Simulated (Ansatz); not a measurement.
Saddle point of SiH2SF2, closed shell (SiF₂ + H₂S → SiH₂SF₂ ([F][SiH]([F])[SH]); bonds formed: Si1–H4, Si1–S5; bonds broken: H4–S5), PBE0-D4/def2-TZVP structure:

```tsv
atom	x (Å)	y (Å)	z (Å)
Si1	0.3093	-0.8152	0.3385
F2	-1.2134	-1.1502	0.6729
F3	0.6963	-1.7072	-0.9226
H4	0.9716	0.6562	0.5012
S5	0.0665	1.3402	-0.7669
H6	-0.8303	1.6763	0.1769
```

Energies are electronic, without zero-point energy. Barriers and step energies count from the start structure reached by relaxing down the imaginary mode; all methods use the PBE0-D4 structures, on which another method's saddle can fall below an end. Computed with Ansatz 0.2.0 (basis: def2-TZVPP, with def2-QZVPP for the basis limit); correlated methods freeze the cores. B3LYP uses VWN-RPA correlation. Extrapolation: Hartree–Fock as exp(−7.88 √X), correlation as X^−2.97.

| method | barrier (kJ/mol) | step energy (kJ/mol) |
| --- | --- | --- |
| SPW92 | 66.5 | -171.1 |
| PBE-D4 | 82.4 | -163.0 |
| BLYP-D4 | 99.8 | -150.4 |
| r2SCAN-D4 | 82.9 | -192.2 |
| B97M-V | 93.8 | -185.1 |
| PBE0-D4 | 98.9 | -182.6 |
| B3LYP-D4 | ? | -168.0 |
| r2SCAN0-D4 | 99.1 | -200.0 |
| BHLYP-D4 | 133.2 | -188.3 |
| CAM-B3LYP-D4 | 125.8 | -176.7 |
| wB97X-V | 127.5 | -186.7 |
| wB97M-V | 130.7 | -168.9 |
| B2PLYP | ? | -180.0 |
| PBE-QIDH | 110.0 | -200.5 |
| RPA on PBE | ? | -170.5 |
| HF | 176.8 | -204.4 |
| MP2 | 111.2 | -197.4 |
| CCSD | 131.6 | -186.1 |
| CCSD(T) | 117.9 | -183.9 |

(1) Fill in the withheld barriers. (Judge from chemistry; the value comes from the calculation.)

No T1 diagnostic of these runs exceeds 0.016. The restricted Hartree–Fock reference is unstable towards an unrestricted one at one or more of these structures.

## Answers

(1) By the calculation: RPA on PBE 118.7; B3LYP-D4 111.8; B2PLYP 114.1 kJ/mol. Each is the energy of the saddle less that of the start structure, by the same method.

For comparison, the barrier by CCSD(T) at an estimated basis limit (MP2 extrapolated from triple and quadruple zeta, plus CCSD(T) − MP2 in triple zeta) is 112.2 kJ/mol.

Losses and insertions of silylenes and their heavier kin drive the gas-phase chemistry of silicon and germanium vapour deposition.

Labels in which every atom is bracketed show which atoms are joined, not bond orders.

For scale, one of the runs: CCSD(T)/def2-TZVPP, 174 basis functions, launched by `ansatz run in.yaml --threads 2 --pin off --events-out ev --progress --plain --max-ram 4352MiB`. Hardware: 2 CPU threads of an Arm Neoverse V1, shared host. Wall time 50 s; peak host memory 1.5 GiB.
